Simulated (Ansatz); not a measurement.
**Ligand exchange: HBr + C5H11Cl → HCl + C5H11Br**

Gas-phase species: HBr (hydrogen bromide), singlet; C5H11Cl (1-chloropentane) `CCCCCCl`, singlet; HCl, singlet; C5H11Br (1-bromopentane) `CCCCCBr`, singlet. The partners trade Br for Cl: H–Br and C–Cl bonds give way to H–Cl and C–Br.

Shapes, held fixed at every level: PBE0-D4/def2-TZVP. Flexible molecules stand in one conformer, not always the lowest. Programs: Ansatz 0.2.0. Electronic energies: no zero-point or thermal term.

(1) Estimate ΔE of this reaction.

## Answers

(1) The highest level, CCSD(T)/def2-TZVPP, gives ΔE = -11.5 kJ/mol; the levels span -11.5 to -4.8. The column of differences is taken from that level and isn't an error. No measured value is set beside it here. Relativity is left out for Br. Outer-core shells of Br are correlated, in sets that cover them unevenly. CCSD(T)/def2-TZVPP lies outside the range of the other correlated levels here, so it shouldn't be taken on trust.

| level | kind | ΔE (kJ/mol) | less CCSD(T)/def2-TZVPP |
| --- | --- | --- | --- |
| PBE-D4/def2-TZVPP | GGA | -7.4 | +4.1 |
| B3LYP-D4/def2-TZVPP | global hybrid | -7.5 | +4.0 |
| BHLYP-D4/def2-TZVPP | global hybrid | -7.6 | +3.9 |
| r2SCAN0-D4/def2-TZVPP | global hybrid | -7.3 | +4.2 |
| wB97M-V/def2-TZVPP | range-separated hybrid | -7.2 | +4.3 |
| B2PLYP/def2-TZVPP | double hybrid | -8.5 | +3.0 |
| MP2/def2-SVP | perturbation theory | -4.8 | +6.7 |
| CCSD(T)/def2-TZVPP | coupled cluster or CI | -11.5 | 0.0 |
